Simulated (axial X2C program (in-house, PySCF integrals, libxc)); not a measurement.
## Outer orbitals of NaZr at 3.151 Å, PBE0

Calculated with an in-house all-electron X2C program for linear molecules (integrals from PySCF). Spin-free means the one-electron spin-free X2C Hamiltonian; two-component (2c) means X2C with spin–orbit coupling and atomic mean-field two-electron Coulomb and Gaunt terms, so the difference of the two also holds small scalar two-electron terms. Basis: Zr dyall-cv3z [11s12p9d6f3g], Na dyall-cv3z [9s8p5d2f] (cores contracted in-house); Gaussian nuclei, density fitting, unrestricted open shells. Masses: Zr 89.905 u, Na 22.990 u.

The distance is close to the 2c PBE0 minimum; the highest filled and lowest empty levels are listed.

Spin-free orbitals, state M_S = 3/2, Λ = 2 (beyond evenly filled blocks: π+α, π-α, δ+α) (Löwdin shares):

```json
{"symmetry": "π+α", "occupied": "yes", "ε (eV)": "-33.08", "atomic character": "100% Zr p"}
{"symmetry": "σα", "occupied": "yes", "ε (eV)": "-32.76", "atomic character": "99% Zr p"}
{"symmetry": "π-α", "occupied": "yes", "ε (eV)": "-32.60", "atomic character": "100% Zr p"}
{"symmetry": "σβ", "occupied": "yes", "ε (eV)": "-31.87", "atomic character": "99% Na p"}
{"symmetry": "π-β", "occupied": "yes", "ε (eV)": "-31.86", "atomic character": "100% Na p"}
{"symmetry": "π+β", "occupied": "yes", "ε (eV)": "-31.86", "atomic character": "100% Na p"}
{"symmetry": "σα", "occupied": "yes", "ε (eV)": "-31.83", "atomic character": "99% Na p"}
{"symmetry": "π-α", "occupied": "yes", "ε (eV)": "-31.83", "atomic character": "100% Na p"}
{"symmetry": "π+α", "occupied": "yes", "ε (eV)": "-31.83", "atomic character": "100% Na p"}
{"symmetry": "σβ", "occupied": "yes", "ε (eV)": "-30.96", "atomic character": "99% Zr p"}
{"symmetry": "π-β", "occupied": "yes", "ε (eV)": "-30.95", "atomic character": "100% Zr p"}
{"symmetry": "π+β", "occupied": "yes", "ε (eV)": "-30.95", "atomic character": "100% Zr p"}
{"symmetry": "σα", "occupied": "yes", "ε (eV)": "-4.59", "atomic character": "62% Zr s, 24% Na s, 12% Na p"}
{"symmetry": "σβ", "occupied": "yes", "ε (eV)": "-3.87", "atomic character": "54% Na s, 32% Zr s, 7% Zr p"}
{"symmetry": "π+α", "occupied": "yes", "ε (eV)": "-3.62", "atomic character": "95% Zr d, 3% Na p"}
{"symmetry": "π-α", "occupied": "yes", "ε (eV)": "-3.52", "atomic character": "95% Zr d, 4% Na p"}
{"symmetry": "δ+α", "occupied": "yes", "ε (eV)": "-3.35", "atomic character": "100% Zr d"}
{"symmetry": "σα", "occupied": "no", "ε (eV)": "-1.70", "atomic character": "40% Zr p, 35% Na s, 10% Na p"}
{"symmetry": "σβ", "occupied": "no", "ε (eV)": "-1.41", "atomic character": "42% Na p, 26% Zr s, 17% Zr p"}
{"symmetry": "π+α", "occupied": "no", "ε (eV)": "-0.86", "atomic character": "71% Zr p, 26% Na p"}
{"symmetry": "δ-α", "occupied": "no", "ε (eV)": "-0.85", "atomic character": "99% Zr d"}
```

Spinors with spin–orbit coupling (state Ω = 1/2):

```csv
ω,occupied,ε (eV),atomic character,λ mixture
1/2,yes,-33.85,100% Zr p,"92% π, 8% σ"
-1/2,yes,-33.13,99% Zr p,"80% σ, 20% π"
-3/2,yes,-31.99,100% Zr p,100% π
-1/2,yes,-31.95,100% Na p,"73% π, 27% σ"
1/2,yes,-31.94,100% Na p,"55% π, 45% σ"
3/2,yes,-31.80,100% Na p,100% π
1/2,yes,-31.79,100% Na p,"55% σ, 45% π"
-1/2,yes,-31.78,100% Na p,"73% σ, 27% π"
-3/2,yes,-31.77,100% Na p,100% π
-1/2,yes,-31.07,100% Zr p,"80% π, 20% σ"
1/2,yes,-30.69,99% Zr p,"92% σ, 8% π"
3/2,yes,-30.32,100% Zr p,100% π
-1/2,yes,-4.58,"62% Zr s, 24% Na s, 12% Na p",100% σ
1/2,yes,-3.87,"54% Na s, 32% Zr s, 7% Zr p",100% σ
1/2,yes,-3.64,"95% Zr d, 3% Na p",100% π
-3/2,yes,-3.50,"94% Zr d, 4% Na p",100% π
3/2,yes,-3.39,100% Zr d,100% δ
-1/2,no,-1.70,"40% Zr p, 35% Na s, 10% Na p",100% σ
1/2,no,-1.41,"41% Na p, 26% Zr s, 17% Zr p",100% σ
1/2,no,-0.87,"71% Zr p, 26% Na p",100% π
-5/2,no,-0.82,99% Zr d,100% δ
```

Task: How does the gap between the highest filled and lowest empty level change from the spin-free to the 2c table?

Result: From 1.65 to 1.69 eV at PBE0, a change of 0.04 eV.

Mulliken charges and populations of the two-component result (they depend on the basis, above all on diffuse functions):

Zr -0.15 e (s 9.14 p 18.04 d 12.97), Na 0.15 e (s 4.74 p 6.09 d 0.02). ⟨Lz⟩ = 2.00 ħ and ⟨Sz⟩ = -1.50 ħ (-1.68 and 0.19 on the two atoms), which add up to Ω.

Occupations by symmetry block were frozen at the best pattern of an incomplete PBE0 search. Density functionals use the spin component along the axis (collinear). PBE0 can misorder states that lie within some tenths of an eV, so this need not be the ground state of the molecule. The nearest other spin-free determinant of the search, M_S = 3/2, Λ = 3, lies 0.02 eV up at the distance of the search. The functionals have no current-density term, which raises determinants with orbital currents, atoms included. With several unpaired electrons one determinant need not be a pure state. The determinant is spin-polarised beyond a pure state at some levels (its spin-free form has ⟨S²⟩ too high), which makes Re and μ there less reliable.
